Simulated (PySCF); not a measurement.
**Spinor energies of Cd²⁰⁺ (cadmium, charge +20)**

Start: [Ar] 3d10. Calculated with PySCF 2.14 in an even-tempered Gaussian basis (19 s from 0.74 bohr⁻², ratio 2.6; 15 p from 0.96 bohr⁻², ratio 2.6; 10 d from 0.96 bohr⁻², ratio 2.6; 6 f from 0.99 bohr⁻², ratio 2.8): generalised Hartree-Fock with the X2C-1e Hamiltonian and a Gaussian nucleus; spin-orbit coupling (SO) screened by Boettger's factors.

```tsv
spinor shell	electrons	ε, screened SO (eV)	weight of nominal j (screened SO)	rms radius, screened SO (bohr)
1s1/2	2	-27425.3	1.000	0.0348
2s1/2	2	-4638.4	1.000	0.142
2p1/2	2	-4349.7	1.000	0.123
2p3/2	4	-4154.4	1.000	0.128
3s1/2	2	-1331.6	1.000	0.377
3p1/2	2	-1214.7	1.000	0.370
3p3/2	4	-1177.5	1.000	0.380
3d3/2	4	-974.55	1.000	0.351
```

Question: Where does 3d5/2 lie, and what is the 3d spin-orbit splitting (screened SO)?

Answer: At -967.04 eV, 7.515 eV above 3d3/2.

```csv
quantity,screened SO
E (hartree),-5424.89258
M_J,0
⟨J²⟩,0.000
⟨L²⟩,0.010
⟨S²⟩,0.010
```

Breit and QED terms are absent; they matter most for the inner s and p1/2 levels.

Densities and radii are taken from the X2C orbitals without a picture-change correction, which distorts them close to the nucleus.
